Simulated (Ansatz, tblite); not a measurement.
Removing an electron: (Cl2Ga-mu-SH)3 (Ga₃H₃S₃Cl₆). Charge 0, multiplicity 1. Geometry: PBE-D4/def2-SVP. Ansatz, gas phase; energy differences of separate SCF runs; the oxidised species was run as a doublet alone.

```xyz
15

Ga   -1.318    0.788   -1.526
Cl   -2.067    0.798   -3.560
Cl   -2.155    2.184   -0.119
S    -1.410   -1.490   -0.820
Ga   -0.712   -1.619    1.464
Cl   -0.872   -3.733    1.919
Cl   -1.685   -0.167    2.718
S     1.618   -1.136    1.430
Ga    2.007    1.009    0.475
Cl    4.139    1.110    0.095
Cl    1.059    2.486    1.719
S     1.060    0.898   -1.719
H    -2.740   -1.478   -0.515
H     1.963   -1.899    0.353
H     1.111    2.248   -1.915
```

The xTB rows come from tblite. Single mean-field runs in def2-TZVP are fitted with def2-universal-jkfit.

(1) Estimate orbital energies and vertical ionisation energies at: GFN1-xTB; GFN2-xTB; PBE0-D4/def2-TZVP; r2SCAN0-D4/def2-TZVP.

Answers

(1) 
```csv
level,−HOMO (eV),vertical IE (eV),−LUMO (eV),HOMO–LUMO gap (eV)
GFN1-xTB,12.43,14.15,7.49,4.94
GFN2-xTB,12.22,13.93,7.89,4.34
PBE0-D4/def2-TZVP,8.96,10.37,2.16,6.80
r2SCAN0-D4/def2-TZVP,9.21,10.58,2.03,7.18
```

Relaxing the oxidised species (PBE-D4/def2-SVP) changes its energy by -0.62 eV at PBE0-D4/def2-TZVP, so the adiabatic ionisation energy to this nearest minimum is 9.75 eV.  Run but left out: PBE-D4/def2-TZVP (charge +1 doublet: an occupied level 0.05 eV above an empty one).  Raw xTB energy differences between charge states are shifted by several eV; the methods need an empirical correction for them.
